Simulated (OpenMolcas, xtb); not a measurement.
# C2H2AlF (SMILES C#[C][AlH][F]): methods side by side

C2H2AlF has 6 atoms, charge 0, and is taken as a singlet. SMILES: `C#[C][AlH][F]`. Geometry: relaxed at PBE0-D4/def2-TZVP.

Each level gives the dipole moment (D). The values are calculated.

```
                             level            kind     program  value (D)   CPU time
                          GFN2-xTB  semi-empirical         xtb       1.87  under 2 s
                          GFN0-xTB  semi-empirical         xtb       2.27  under 2 s
                          GFN1-xTB  semi-empirical         xtb       2.16  under 2 s
                         HF/STO-3G    Hartree–Fock  OpenMolcas       0.80      1.5 s
                          HF/3-21G    Hartree–Fock  OpenMolcas       2.17      1.7 s
                       HF/def2-SVP    Hartree–Fock  OpenMolcas       2.07      3.3 s
                         PBE/6-31G             GGA  OpenMolcas       2.17        9 s
BP86/6-31G** (spherical functions)             GGA  OpenMolcas       1.70       14 s
B3LYP/6-31G* (spherical functions)   global hybrid  OpenMolcas       1.81       13 s
B3LYP/6-31G* (Cartesian functions)   global hybrid  OpenMolcas       1.81       14 s
```

The values span 0.80 to 2.27 D. Magnitudes only: a small dipole may point the other way at some levels. Sets without polarisation functions give poor dipoles. Without the sets that lack polarisation functions the rows with a basis span only 1.70 to 2.07 D. Times are those of the runs behind each value, whatever else they computed, on shared processors of several kinds: orders of magnitude only.
